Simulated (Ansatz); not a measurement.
Species: C2H4N2, SMILES `NC=C=N` (charge 0, multiplicity 1), formula C2H4N2.

### Question
How many basis functions does frozen-core CCSD(T)/cc-pVQZ // r2SCAN-D4/def2-TZVP in Ansatz (a quantum-chemistry and plane-wave program) use, how many core orbitals are frozen, and how many electrons are correlated?

### Answer
340 basis functions and 4 frozen orbitals, which leaves 22 correlated electrons. Core time is of the order of minutes.
